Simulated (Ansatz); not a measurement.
Ansatz (a quantum-chemistry and plane-wave program) was given this input:
Ansatz 0.2 input:
```yaml
crystal:
  periodic: [false, false, false]
  atoms:
    - {symbol: Si, position_ang: [0.30534902, 0.30108305, 0.30322167]}
    - {symbol: Cl, position_ang: [-0.85134863, -0.87589088, 1.47732074]}
    - {symbol: Cl, position_ang: [1.47133362, -0.85554212, -0.88186222]}
    - {symbol: Cl, position_ang: [-0.87144888, 1.48348225, -0.84517049]}
basis:
  gaussian:
    orbitals: 6-311G__.json
hamiltonian:
  xc: pbe0
magnetization: {spin_polarized: true, initial_magnetization: 1}
correlation: {method: ccsd_t}
```
The basis file holds 6-311G** in the JSON format of the Basis Set Exchange.

**Question.** Predict the T1 diagnostic from Ansatz with CCSD(T) on PBE0/6-311G**.

**Answer.** 0.010

**Question.** What SCF-reference <S^2> does CCSD(T) on PBE0/6-311G** give?

**Answer.** 0.752

**Question.** What coupled-cluster correlation energy (without the perturbative part) does CCSD(T) on PBE0/6-311G** give?

**Answer.** -0.5311 Eh

**Question.** What is the computed total energy (CCSD(T) on PBE0/6-311G**)?

**Answer.** -1668.0868 Eh

**Question.** Predict the number of basis functions from CCSD(T) on PBE0/6-311G**.

**Answer.** 108

**Question.** Roughly what does it cost on one core?

**Answer.** around 26 core-seconds (rough).
